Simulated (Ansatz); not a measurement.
One change: `N[SiH](O)[SiH2]F` becomes `O[SiH](Cl)[SiH2]F`.

Ansatz, PBE0-D4/def2-TZVP geometries, multiplicity 1. Each molecule was computed in one conformer, which needn't be the lowest.

| property | `N[SiH](O)[SiH2]F` |
| --- | --- |
| LUMO energy (PBE0/def2-TZVPP) / eV | -0.63 |
| HOMO–LUMO gap (ωB97M-V/def2-TZVPP) / eV | 11.03 |
| size of the dipole moment (ωB97M-V/def2-TZVPP) / D | 2.08 |
| size of the dipole moment (PBE/def2-TZVPP) / D | 2.07 |
| HOMO energy (PBE0/def2-TZVPP) / eV | -7.76 |
| HOMO energy (B3LYP/def2-TZVPP) / eV | -7.54 |

(1) Give the same properties after the change, and the shifts. (An estimate is asked.)

## Answers

(1) Computed: 
```csv
property,`O[SiH](Cl)[SiH2]F`,shift
LUMO energy (PBE0/def2-TZVPP) / eV,-1.18,-0.55
HOMO–LUMO gap (ωB97M-V/def2-TZVPP) / eV,10.74,-0.29
size of the dipole moment (ωB97M-V/def2-TZVPP) / D,0.99,-1.09
size of the dipole moment (PBE/def2-TZVPP) / D,0.90,-1.17
HOMO energy (PBE0/def2-TZVPP) / eV,-8.09,-0.33
HOMO energy (B3LYP/def2-TZVPP) / eV,-7.90,-0.36
```

With PBE0 the HOMO falls by 0.33 eV and the LUMO falls by 0.55 eV, so the gap narrows by about 0.22 eV. PBE moves the HOMO by -0.44 eV and ωB97M-V by -0.23 eV. Dipoles are sizes alone; their direction can turn.

B3LYP here is the variant with VWN-RPA as its local correlation; programs differ in this.
